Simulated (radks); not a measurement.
Species: Ni II. Configuration: [Ne] 3s2 3p5 3d10 (not the ground configuration).

Method: non-relativistic Kohn-Sham, r2SCAN, spin-polarised, spherical densities, point nucleus; open shells are filled with parallel spins first; meta-GGA in the generalised Kohn-Sham scheme; computed with a radial shooting solver on a logarithmic mesh with Libxc functionals.

Energy parts (hartree):
part                       energy
total                 -1505.67064
kinetic                1504.54338
electron-nucleus      -3590.13609
Hartree                 642.69644
exchange-correlation    -62.77437

Orbitals (lengths in bohr, moments of r in powers of bohr; r(90%) holds 90 % of the orbital's charge):
| orbital | occ. | eigenvalue (hartree) | <r^4> | r(90%) |
|---|---|---|---|---|
| 1s up | 1 | -299.7525 | 0.00004150 | 0.0977 |
| 1s down | 1 | -299.7235 | 0.00004149 | 0.0976 |
| 2s up | 1 | -35.90088 | 0.009121 | 0.383 |
| 2s down | 1 | -35.88740 | 0.009101 | 0.383 |
| 2p up | 3 | -31.31742 | 0.006670 | 0.353 |
| 2p down | 3 | -31.28797 | 0.006662 | 0.353 |
| 3s up | 1 | -4.28962 | 0.6923 | 1.13 |
| 3s down | 1 | -4.20696 | 0.7069 | 1.13 |
| 3p up | 3 | -2.86703 | 0.9420 | 1.21 |
| 3p down | 2 | -2.78868 | 0.9753 | 1.22 |
| 3d up | 5 | -0.53367 | 5.764 | 1.80 |
| 3d down | 5 | -0.48090 | 7.270 | 1.90 |

The highest occupied level is 3d down at -13.086 eV. The density falls to 0.001 e/bohr^3 at r = 3.33 bohr. Virial ratio -V/T = 2.00075. Summed over all electrons, <r^2> = 20.17 bohr^2, which gives a Langevin (diamagnetic) susceptibility term of -16 x 10^-6 cm^3/mol.
